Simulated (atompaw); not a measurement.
**boron: PAW (atompaw) pseudisation with PBE, non-relativistic reference atom.**

```json
{
  "Element": "B",
  "Generator": "atompaw 4.2.0.5",
  "Type": "PAW",
  "Functional": "PBE",
  "Relativity": "non-relativistic",
  "Frozen core": "[He]",
  "Valence charge": "3",
  "Reference configuration": "2s1.75 2p1.25",
  "Partial waves": "2s (bound): rc 2.50 bohr; 2s channel at -0.05 Ry: rc 2.50 bohr; 2p (bound): rc 2.50 bohr; 2p channel at 0.25 Ry: rc 2.50 bohr; 3d channel at 0.3 Ry: rc 2.50 bohr; 3d channel at 1.4 Ry: rc 2.50 bohr",
  "Local potential": "troulliermartins scheme with l = 3 at -0.5 Ry, radius 2.40 bohr",
  "Core correction": "smooth core density matched at 1.50 bohr",
  "Augmentation charge": "sinc compensation charge, radius 1.95 bohr; PAW radius 2.50 bohr; waves and projectors: custom rrkj vanderbiltortho"
}
```

- Cutoffs needed: 8 Ry and 12 Ry (the cutoffs (Ry, on a coarse ladder) from which the occupation-weighted sum of valence levels, in a spherical-Bessel basis at the reference potential, stays within 10 and 1 mRy of its value at 400 Ry)
- Ghost test: no extra level below or beside the all-electron valence levels (s, p, d, f tested) (spherical-Bessel basis up to 400 Ry, 20 bohr box)
- Lowest eigenvalue of the overlap operator: 0.64 (s channel)
- Overlap eigenvalues printed by atompaw (projector basis): 0.00198, 0.0647, 2.79, 18.6, 200, 400
- Share of each valence orbital outside the PAW sphere: 2s 23 %, 2p 35 %
